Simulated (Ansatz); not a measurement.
One change: `B[Si](C)(F)Cl` becomes `C[Si](F)(F)Cl`.

Ansatz, PBE0-D4/def2-TZVP geometries, multiplicity 1. 

| property | `B[Si](C)(F)Cl` |
| --- | --- |
| HOMO–LUMO gap (B3LYP/def2-TZVPP) / eV | 5.19 |
| size of the dipole moment (PBE/def2-TZVPP) / D | 2.02 |
| size of the dipole moment (ωB97M-V/def2-TZVPP) / D | 2.19 |
| LUMO energy (ωB97M-V/def2-TZVPP) / eV | -0.68 |
| LUMO energy (PBE0/def2-TZVPP) / eV | -2.66 |
| HOMO energy (PBE/def2-TZVPP) / eV | -6.96 |

(1) Give the same properties after the change, and the shifts. (An estimate is asked.)

Answers

(1) The calculation gave: 
```json
{"property": "HOMO–LUMO gap (B3LYP/def2-TZVPP) / eV", "`C[Si](F)(F)Cl`": "9.91", "shift": "4.72"}
{"property": "size of the dipole moment (PBE/def2-TZVPP) / D", "`C[Si](F)(F)Cl`": "2.18", "shift": "0.16"}
{"property": "size of the dipole moment (ωB97M-V/def2-TZVPP) / D", "`C[Si](F)(F)Cl`": "2.22", "shift": "0.03"}
{"property": "LUMO energy (ωB97M-V/def2-TZVPP) / eV", "`C[Si](F)(F)Cl`": "2.40", "shift": "3.08"}
{"property": "LUMO energy (PBE0/def2-TZVPP) / eV", "`C[Si](F)(F)Cl`": "0.90", "shift": "3.56"}
{"property": "HOMO energy (PBE/def2-TZVPP) / eV", "`C[Si](F)(F)Cl`": "-8.19", "shift": "-1.23"}
```

With PBE0 the HOMO falls by 1.40 eV and the LUMO rises by 3.56 eV, so the gap widens by about 4.96 eV. PBE moves the HOMO by -1.23 eV and ωB97M-V by -1.51 eV. Dipoles are sizes alone; their direction can turn.

B3LYP here is the variant with VWN-RPA as its local correlation; programs differ in this.
